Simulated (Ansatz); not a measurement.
GaI2, SMILES [I][Ga+][I], charge +1.

Geometry optimised at r2SCAN-D4/def2-SVP. The spin state was assumed, not searched. The isomer is the one that the SMILES or the coordinates give; other isomers of the formula were not compared. The def2 effective core potentials stand for the cores of I; spin–orbit coupling is left out.

Two levels are set side by side: PBE/def2-SVPD (Ansatz, a quantum-chemistry and plane-wave program) and PBE0/def2-SVPD (Ansatz). Energy differences of separate SCF runs at the same geometry; the states with an electron removed or added have multiplicity 2 and 2. Differences are taken from unrounded values.

```
quantity                            PBE0
---------------------------------  -----
vertical ionisation energy (eV)    15.19
vertical electron affinity (eV)     6.47
vertical singlet–triplet gap (eV)   3.39
```

What does PBE give, and how far is it from PBE0? (The exact figures need the calculation; the answer reports its results.)


```
quantity                             PBE  PBE minus PBE0
---------------------------------  -----  --------------
vertical ionisation energy (eV)    14.85           -0.34
vertical electron affinity (eV)     6.47            0.00
vertical singlet–triplet gap (eV)   3.04           -0.34
```
